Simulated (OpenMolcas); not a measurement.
# What dynamic correlation does to the levels of S VI

```yaml
Program: OpenMolcas 26.06
Basis: ANO-R2 [5s4p3d1f]
Scalar_Hamiltonian: X2C, finite nucleus
Active_space: 1 electron in 4 orbitals (3s 3p)
State_averaging: 2S+1 = 2 even, 1 root; 2S+1 = 2 odd, 3 roots
Spin-orbit_coupling: state interaction with AMFI integrals over the reference wave functions, term energies averaged over their components
```

Methods on the same reference wave functions:
A. CASSCF
B. SS-CASPT2, IPEA 0.25 Eh, imaginary shift 0.1 Eh (closed shells correlated: 2s 2p)
C. XMS-CASPT2, IPEA 0.25 Eh, imaginary shift 0.1 Eh (closed shells correlated: 2s 2p)

Energies in cm⁻¹ above 3s ²S_1/2, the measured ground level; measured values from NIST levels in Podobedova, Kelleher and Wiese, J. Phys. Chem. Ref. Data 38, 171 (2009).

| Level | A | B | C | Measured |
| --- | --- | --- | --- | --- |
| 3s ²S_1/2 | 0.0 | 0.0 | 0.0 | 0.0 |
| 3p ²P°_1/2 | 108081 | 107996 | 107940 | 105874 |
| 3p ²P°_3/2 | 109183 | 109098 | 109041 | 107138 |

Deviations, from unrounded energies. A percentage is the sum of absolute deviations over the sum of measured energies, with the sign that they share, or ± where signs differ.

```csv
Against measurement,Levels,A,B,C
mean absolute deviation (cm-1),2,2100,2000,2000
other configurations (%),2,+2.0,+1.9,+1.9
```

B, C lie about equally close to measurement and A furthest from it. The largest miss of C in the table is 3p ²P°_1/2, by +2100 cm-1. The ranking rests on the paired levels alone, and a cruder setting can come out closer through cancelling errors.

Between B and C the level of the table that moves most is 3p ²P°_1/2, by 57 cm-1 (lowest in C, highest in B).

The lowest spin-free term lies below A's lowest term by 0.185 hartree in B, 0.185 hartree in C.

With one active electron the reference holds no correlation, so core polarisation is missing (holds for A). With one active electron, CASPT2 adds the correlation within the correlated inactive shells and between them and that electron, and leaves the splitting within a term as the reference gives it (holds for B; C). Measured partners are found by configuration, term and J. A level has none where our copy of the source lacks it or the pairing is in doubt (some pairs that miss far off the trend of their configuration count as doubtful), and it then counts in no deviation. Levels of configurations outside the active space are missing.

° marks odd parity.
